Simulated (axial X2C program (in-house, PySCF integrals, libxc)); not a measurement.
## Spin–orbit effects down a group: molecules with Na, CCSD(T)

Computed with an axial X2C code built on PySCF integrals, spin-free (one-electron X2C) or two-component (2c: spin–orbit coupling with atomic mean-field Coulomb and Gaunt terms, which also bring small scalar terms), in Dyall basis sets with cores contracted in-house; open shells are unrestricted.

Basis sets: Ag dyall-cv3z, Au dyall-cv3z, Cu dyall-cv3z, Na dyall-cv3z. Frozen shells (counts by l): NaCu Cu 3s2p, Na 2s1p, 12 electrons correlated; NaAg Ag 4s3p1d, Na 2s1p, 12 electrons correlated; NaAu Au 5s4p2d1f, Na 2s1p, 12 electrons correlated. Coupled cluster in natural virtuals with an MP2 remainder. Where the outer core of a metal is frozen, bonds come out longer and ionisation energies lower.

```tsv
molecule	spin-free state	Re (Å)	ωe (cm⁻¹)	De (eV)	2c state	Re 2c (Å)	ωe 2c (cm⁻¹)	De 2c (eV)
NaCu	M_S = 0, Λ = 0	2.570	213.1	1.58	Ω = 0	2.570	213.2	1.57
NaAg	M_S = 0, Λ = 0	2.688	204.0	1.56	Ω = 0	2.689	203.9	1.56
NaAu	M_S = 0, Λ = 0	2.621	238.2	2.56	Ω = 0	2.621	239.5	2.58
```

Question: Work out the shifts from the spin-free to the two-component result.

Answer: 

| molecule | 2c state | ΔRe (Å) | Δωe (cm⁻¹) | ΔDe (eV) |
| --- | --- | --- | --- | --- |
| NaCu | Ω = 0 | 0.000 | 0.1 | -0.01 |
| NaAg | Ω = 0 | 0.001 | -0.1 | 0.00 |
| NaAu | Ω = 0 | 0.000 | noise | 0.02 |

Shifts of one unit in the last digit are rounding. Where the truncated virtual spaces of the two runs make Δωe unreliable it is marked noise.

Each entry is the lowest single determinant of a limited PBE0 search at one distance. De goes to single-determinant-based atoms at the same level (for ions the charge split of lowest energy) and is withheld (n/a) where an atom does not fit its ground term or J level. Main or longest-lived isotopes. One determinant is a doubtful description, or other states lie close, for NaCu, NaAg, NaAu; these need not be ground states, and all values refer to the states named.
